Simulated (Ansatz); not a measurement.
CH9GaSSi2 (`C[SiH2]S[SiH2][GaH2]`). Total charge 0; spin multiplicity 1. Geometry: relaxed with PBE0-D4/def2-TZVP. It is one conformer, not always the lowest.

```xyz
14

C     1.363    0.403    0.695
Si   -0.120    0.223    1.830
S    -1.956    0.646    0.832
Si   -1.716   -0.619   -0.897
Ga    0.303   -0.008   -2.078
H     1.483   -0.475    0.046
H     2.287    0.463    1.277
H     1.295    1.319    0.101
H    -0.040    1.206    2.938
H    -0.126   -1.153    2.395
H    -1.747   -2.047   -0.471
H    -2.939   -0.365   -1.708
H     1.387   -1.082   -2.461
H     0.526    1.489   -2.499
```

Task: What is the dipole moment at ωB97M-V/def2-TZVPP? (Estimate.)

Result: Computed: 1.51 D, with components (1.45, -0.35, -0.21) D in this frame, pointing from negative to positive charge.

Task: And with PBE, r2SCAN, B3LYP? (Best estimate.)

Result: Computed: PBE 1.44 D, r2SCAN 1.50 D, B3LYP 1.46 D.

Task: Give the Mulliken charges with ωB97M-V, B3LYP, r2SCAN in def2-TZVPP. (Estimate.)

Result: Ansatz gave: 
```
atom  ωB97M-V  B3LYP  r2SCAN
  C1    -0.52  -0.40   -0.34
 Si2     0.28   0.36    0.38
  S3    -0.27  -0.32   -0.33
 Si4     0.07   0.19    0.19
 Ga5     0.10   0.15    0.19
  H6     0.14   0.11    0.09
  H7     0.14   0.12    0.09
  H8     0.16   0.12    0.11
  H9    -0.01  -0.06   -0.07
 H10    -0.02  -0.06   -0.06
 H11    -0.01  -0.05   -0.06
 H12    -0.01  -0.05   -0.06
 H13    -0.03  -0.06   -0.07
 H14    -0.02  -0.05   -0.06
```

B3LYP here is the variant with VWN-RPA as its local correlation; programs differ in this.
